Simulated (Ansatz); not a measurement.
System: sum formula Si₂N₂H₈, net charge 0, singlet state. 
Geometry from a B3LYP-D3(BJ)/def2-TZVP (Ansatz, a first-principles code) optimisation:
SMILES: [SiH2](N)[SiH2]N
```xyz
12

N     -1.5628     0.1500     1.1628
Si    -1.1791    -0.3618    -0.4480
Si     1.1313     0.0320    -0.6641
N      1.6528     0.4706     0.9295
H     -2.4916     0.0239     1.5356
H     -1.1507     1.0057     1.5034
H     -1.5239    -1.8019    -0.5579
H     -1.9335     0.3221    -1.5390
H      1.4325     1.1718    -1.5668
H      1.8131    -1.1530    -1.2625
H      2.6048     0.7575     1.0990
H      1.2889    -0.0520     1.7122
```

Total electronic energies in hartree. Correlated levels leave the core frozen unless marked. No spin-orbit coupling. Non-relativistic. CBS marks a two-point X^-3 extrapolation of the correlation energy; Hartree-Fock from the larger set. [CCSD(T)-MP2]/basis is that difference in the basis named.

```json
[
 {"level": "HF/6-31G", "program": "Ansatz", "energy (Eh)": "-691.28156"},
 {"level": "B3LYP/def2-TZVPD", "program": "Ansatz", "energy (Eh)": "-693.46534"},
 {"level": "r2SCAN0/def2-TZVPD", "program": "Ansatz", "energy (Eh)": "…"},
 {"level": "LC-wPBE-D4/def2-TZVPD", "program": "Ansatz + dftd4", "energy (Eh)": "-693.18288"},
 {"level": "wB97X/def2-TZVPD", "program": "Ansatz", "energy (Eh)": "-693.37925"},
 {"level": "MP2/aug-cc-pV(Q+d)Z", "program": "Ansatz", "energy (Eh)": "-692.30907"},
 {"level": "RI-MP2/cc-pV(T+d)Z", "program": "Ansatz", "energy (Eh)": "-692.23483"},
 {"level": "SCS-MP2/6-31G", "program": "Ansatz", "energy (Eh)": "-691.61698"},
 {"level": "SCS-MP2/aug-cc-pV(Q+d)Z", "program": "Ansatz", "energy (Eh)": "-692.32614"},
 {"level": "CCSD/6-31G", "program": "Ansatz", "energy (Eh)": "-691.65363"},
 {"level": "CCSD/aug-cc-pV(Q+d)Z", "program": "Ansatz", "energy (Eh)": "-692.35053"},
 {"level": "RI-MP2/CBS(cc-pV(T+d)Z,cc-pV(Q+d)Z)+[CCSD(T)-MP2]/cc-pV(D+d)Z", "program": "Ansatz", "energy (Eh)": "-692.4124"},
 {"level": "RI-MP2/CBS(aug-cc-pV(T+d)Z,aug-cc-pV(Q+d)Z)+[CCSD(T)-MP2]/aug-cc-pV(T+d)Z", "program": "Ansatz", "energy (Eh)": "-692.4179"},
 {"level": "RI-MP2/CBS(cc-pV(T+d)Z,cc-pV(Q+d)Z)+[CCSD(T)-MP2]/cc-pV(Q+d)Z", "program": "Ansatz", "energy (Eh)": "-692.4110"},
 {"level": "CCSD(T)/CBS(aug-cc-pV(T+d)Z,aug-cc-pV(Q+d)Z)", "program": "Ansatz", "energy (Eh)": "-692.4073"}
]
```

Task: Fill in the missing entries.

Result: 
- r2SCAN0/def2-TZVPD, energy (Eh): -693.27594
